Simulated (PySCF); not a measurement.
## Bond curve of InN⁺

Set-up: basis In cc-pVDZ-PP with ECP28, N cc-pVDZ; scalar-relativistic core potentials; PySCF 2.14. Energies in eV from In⁺ + N in their ground configurations at the same level. State: ⁴Σ⁻ (quartet), unpaired electrons σ ↑, π ↑↑.

All columns are PBE0. A positive dipole points towards N; it is taken about the centre of mass and depends on that origin.

```json
{"R (Å)": "2.478", "E (eV)": "-0.095", "μ (D)": "-0.06", "Mulliken charge on In (basis-dependent)": "0.93", "HOMO (eV)": "-14.44", "LUMO (eV)": "-9.25", "Mayer bond order": "0.36", "⟨S²⟩": "3.76"}
{"R (Å)": "2.594", "E (eV)": "-0.139", "μ (D)": "-0.14", "Mulliken charge on In (basis-dependent)": "0.93", "HOMO (eV)": "-14.52", "LUMO (eV)": "-9.02", "Mayer bond order": "0.30", "⟨S²⟩": "3.76"}
{"R (Å)": "2.709", "E (eV)": "-0.161", "μ (D)": "-0.25", "Mulliken charge on In (basis-dependent)": "0.93", "HOMO (eV)": "-14.58", "LUMO (eV)": "-8.79", "Mayer bond order": "0.24", "⟨S²⟩": "3.76"}
{"R (Å)": "2.796", "E (eV)": "-0.168", "μ (D)": "-0.35", "Mulliken charge on In (basis-dependent)": "0.93", "HOMO (eV)": "-14.62", "LUMO (eV)": "-8.64", "Mayer bond order": "0.21", "⟨S²⟩": "3.75"}
{"R (Å)": "2.882", "E (eV)": "-0.169", "μ (D)": "-0.46", "Mulliken charge on In (basis-dependent)": "0.93", "HOMO (eV)": "-14.63", "LUMO (eV)": "-8.49", "Mayer bond order": "0.19", "⟨S²⟩": "3.75"}
{"R (Å)": "2.969", "E (eV)": "-0.166", "μ (D)": "-0.56", "Mulliken charge on In (basis-dependent)": "0.94", "HOMO (eV)": "-14.64", "LUMO (eV)": "-8.35", "Mayer bond order": "0.16", "⟨S²⟩": "3.75"}
{"R (Å)": "3.084", "E (eV)": "-0.158", "μ (D)": "-0.71", "Mulliken charge on In (basis-dependent)": "0.94", "HOMO (eV)": "-14.61", "LUMO (eV)": "-8.19", "Mayer bond order": "0.14", "⟨S²⟩": "3.75"}
{"R (Å)": "3.228", "E (eV)": "-0.144", "μ (D)": "-0.89", "Mulliken charge on In (basis-dependent)": "0.95", "HOMO (eV)": "-14.52", "LUMO (eV)": "-8.03", "Mayer bond order": "0.12", "⟨S²⟩": "3.75"}
{"R (Å)": "3.401", "E (eV)": "-0.125", "μ (D)": "-1.09", "Mulliken charge on In (basis-dependent)": "0.96", "HOMO (eV)": "-14.35", "LUMO (eV)": "-7.87", "Mayer bond order": "0.09", "⟨S²⟩": "3.75"}
{"R (Å)": "3.631", "E (eV)": "-0.101", "μ (D)": "-1.34", "Mulliken charge on In (basis-dependent)": "0.97", "HOMO (eV)": "-14.04", "LUMO (eV)": "-7.74", "Mayer bond order": "0.07", "⟨S²⟩": "3.75"}
```

A fit through these points gives, at Re = 2.859 Å, μ = -0.43 D and dμ/dR = -1.23 D/Å; the reduced mass is 12.48 u.

Task: How strong is the fundamental in the double-harmonic approximation, I = 42.26·(dμ/dR)²/μred km/mol?

Result: I = 42.26·(-1.23)²/12.48 = 5.12 km/mol at PBE0.

The bond is weak. Basis-set superposition, not corrected here, can be much of De in a small basis, most of all at correlated wavefunction levels. Spin–orbit coupling is left out, which matters for elements this heavy, above all for dissociation energies. For an ion De counts to the pair picked by the measured ionisation energies or electron affinities, which need not be the lowest pair at this level. The state is the lowest determinant that a PBE0 search found; another state may lie lower at other levels.
